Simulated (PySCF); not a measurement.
Work out the structure from these simulated measurements.

Formula: C2H12OSi3.

- UV, first state: lowest singlet excitation: 6.79 eV (183 nm, f = 0.044) [TDDFT CAM-B3LYP/def2-SVPD]
- Rotational structure: rotational constants A, B, C: 2.112, 1.009, 0.740 GHz [PBE0-D3(BJ)/def2-SVP]
- XPS: Si2p3/2 105.9, Si2p3/2 106.4 (×2), C1s 291.5, C1s 292.1, O1s 538.4, Si1s 1845.6, Si1s 1846.1 (×2) eV [ΔSCF SCAN, pcX-2 on the ionised atom, pcseg-1 elsewhere, spin-free X2C, 2p3/2 from a spin–orbit splitting computed afterwards within the 2p shell]
- Dipole: 1.74 D [CAM-B3LYP/def2-SVPD]
- Polarisability: 121.3 au [CAM-B3LYP/def2-SVPD]
- UV, strongest line: among the 10 lowest singlet transitions: S10 at 7.72 eV (161 nm, f = 0.334) [TDDFT CAM-B3LYP/def2-SVPD]
- NMR, other nuclei: isotropic shieldings of nuclei other than C and H, by class: 320 (1 O), 425 (1 Si), 458 (2 Si) ppm [GIAO PBE0/pcSseg-1]
- 13C NMR: chemical shifts (computed TMS as zero) by class: 63.5 (1 C), 61.4 (1 C) ppm [GIAO PBE0/pcSseg-1]
- 1H NMR: chemical shifts (computed TMS as zero) by class: 3.99 (1 H), 3.51 (6 H), 3.29 (3 H), 3.11 (2 H) ppm [GIAO PBE0/pcSseg-1]
- Triplet: lowest triplet excitation (Tamm–Dancoff): 5.93 eV [TDA CAM-B3LYP/def2-SVPD]

Gas-phase values; electronic properties from PySCF, density fitting. Levels stand in brackets. Isolated species at its PBE0-D3(BJ)/def2-SVP geometry (one conformer only). NMR classes are plain means over equivalent atoms (diastereotopic ones count apart unless rotation or inversion swaps them), as if these changed places fast.

Question: Propose a structure and show how it fits.

Answer: Numbering: `[CH3:1][O:2][CH2:3][SiH:4]([SiH3:5])[SiH3:6]`. Its formula, C2H12OSi3, gives 0 degrees of unsaturation, so no ring and no π bond. 2 carbons fall into 2 classes; from least to most shielded: methoxy carbon [C1] (63.5 ppm), sp3 carbon bound to oxygen [C3] (61.4 ppm). Hydrogen classes from least to most shielded: 1 H on an SiH silicon, Si4 (3.99 ppm), 6 H on 2 SiH3 silicons, Si5/Si6 (3.51 ppm), 3 H on a methoxy carbon, C1 (3.29 ppm, a mean of values up to 0.7 ppm apart in this geometry), 2 H on an sp3 carbon bound to oxygen, C3 (3.11 ppm). The other shieldings belong to: 320 ppm, ether oxygen [O2]; 425 ppm, SiH silicon [Si4]; 458 ppm, SiH3 silicon [Si5/Si6]. The core levels belong to: Si2p3/2 105.9 eV, SiH silicon [Si4]; Si2p3/2 106.4 eV, SiH3 silicon [Si5/Si6]; C1s 291.5 eV, sp3 carbon bound to oxygen [C3]; C1s 292.1 eV, methoxy carbon [C1]; O1s 538.4 eV, ether oxygen [O2]; Si1s 1845.6 eV, SiH silicon [Si4]; Si1s 1846.1 eV, SiH3 silicon [Si5/Si6]. One atom of each topological class was ionised and stands for its class. The optimised geometry has point group C1 and is an asymmetric top. Structure: `COC[SiH]([SiH3])[SiH3]`. The assignments are read from this structure; whether some other isomer fits the data as well wasn't checked.

Conformer computed: `[CH3:1][O:2][CH2:3][SiH:4]([SiH3:5])[SiH3:6]`: C1–O2–C3–Si4 -179°, O2–C3–Si4–Si5 162°.
